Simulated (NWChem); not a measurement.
# CH6F2N2Si; SMILES CN[Si](N)(F)F

```xyz
12

C     -0.0027    -2.4051    -0.1467
N     -0.6877    -1.1187    -0.2402
Si     0.0000     0.4115     0.0182
N     -1.2316     1.5093     0.4402
F      1.1784     0.1824     1.0930
F      0.7567     1.0960    -1.2285
H      0.3105    -2.7936    -1.1262
H      0.8899    -2.2868     0.4724
H     -0.6432    -3.1566     0.3317
H     -1.5653    -1.1487    -0.7447
H     -1.8509     1.3126     1.2152
H     -1.1060     2.5030     0.2964
```
Atoms are numbered in this order, from 1.

Computed with NWChem. Medium grid unless said otherwise, to which SCAN and Minnesota functionals are sensitive. Coordinates come from a B3LYP/6-31G* (spherical d) optimisation.

Problem. Order these by “orbital gap (eV)”, lowest first: LDA (Slater exchange, VWN5)/def2-TZVP; Hartree-Fock/def2-TZVP; M06-2X/def2-TZVP; B3LYP/def2-TZVP.

Solution. LDA (Slater exchange, VWN5)/def2-TZVP (5.75), B3LYP/def2-TZVP (7.46), M06-2X/def2-TZVP (10.08), Hartree-Fock/def2-TZVP (14.25)
